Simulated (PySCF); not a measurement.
## Calculated properties of `COC(=O)[Si@@H](Cl)[C@@H](C)OC`

Species: C5H11ClO3Si.
Atom-mapped SMILES: `[CH3:1][O:2][C:3](=[O:4])[Si@@H:5]([Cl:6])[C@@H:7]([CH3:8])[O:9][CH3:10]` (hydrogens: H11, H12, H13 on C1; H14 on Si5; H15 on C7; H16, H17, H18 on C8; H19, H20, H21 on C10)

Geometry (GFN2-xTB, Å), atoms numbered from 1 in this order:
```xyz
21
C5H11ClO3Si angstrom
C      4.154   -0.348    0.583
O      2.839    0.067    0.949
C      1.862   -0.136    0.065
O      2.031   -0.669   -1.005
Si     0.192    0.544    0.762
Cl     0.423    2.515    1.040
C     -1.210    0.223   -0.502
C     -1.303   -1.232   -0.962
O     -2.366    0.662    0.208
C     -3.504    0.887   -0.586
H      4.731   -0.395    1.503
H      4.593    0.377   -0.104
H      4.115   -1.324    0.097
H     -0.090   -0.115    2.034
H     -1.083    0.859   -1.395
H     -2.072   -1.357   -1.721
H     -1.540   -1.875   -0.118
H     -0.348   -1.534   -1.383
H     -4.241    1.360    0.062
H     -3.918   -0.048   -0.979
H     -3.275    1.557   -1.424
```

Structural features include: ether, Si–H bond and C–Si bond.

From GFN2-xTB geometry:

- Point group of the GFN2-xTB geometry: C1
- Rotational constants A, B, C of the GFN2-xTB geometry: 1.529, 0.574, 0.443 GHz

PBE0/pcSseg-1 ground state and GIAO shieldings, non-relativistic (PySCF):

- Dipole moment: 1.07 D
- HOMO energy: -7.49 eV
- LUMO energy: -0.79 eV
- HOMO–LUMO gap: 6.70 eV
- Lowest Hirshfeld atomic charge: -0.24 e on O4
- Highest Hirshfeld atomic charge: +0.35 e on Si5
- 13C chemical shifts (computed TMS as zero) by class: 186.8 (C3), 77.1 (C7), 59.9 (C10), 51.8 (C1), 14.2 (C8) ppm
- 1H chemical shifts (computed TMS as zero) by class: 4.91 (H14), 3.97 (H11/H12/H13), 3.58 (H19/H20/H21), 3.41 (H15), 1.49 (H16/H17/H18) ppm
- Isotropic shieldings of nuclei other than C and H, by class: -161 (O4), 115 (O2), 312 (O9), 373 (Si5), 999 (Cl6) ppm
- Mayer bond orders between heavy atoms: C1–O2 0.85, O2–C3 1.08, C3–O4 1.86, C3–Si5 0.77, Si5–Cl6 1.03, Si5–C7 0.88, C7–C8 1.03, C7–O9 0.87, O9–C10 0.93

Monoisotopic mass from the formula: 182.0166 u.

The rotational constants make it an asymmetric top with κ = (2B − A − C)/(A − C) = -0.76, nearer the prolate limit (−1). With B = h/(8π²I), that is 505.379 GHz u Å² over I, the principal moments of inertia are 330.5, 880.9 and 1140.7 u Å² (most abundant isotopes). In atomic units the dipole is 0.42 e·bohr (1 au = 2.5417 D).

Geometry: GFN2-xTB, one conformer, isolated molecule. NMR classes are plain means over equivalent atoms (diastereotopic ones count apart unless rotation or inversion swaps them), as if these changed places fast; in this geometry the members of some classes differ.

For the NMR shielding job (PBE0/pcSseg-1), on one thread, Arm Neoverse V2 (aarch64), on a shared host, this took 71 s of wall time (grids of density and orbitals included) and 1.1 GiB of memory at its peak.
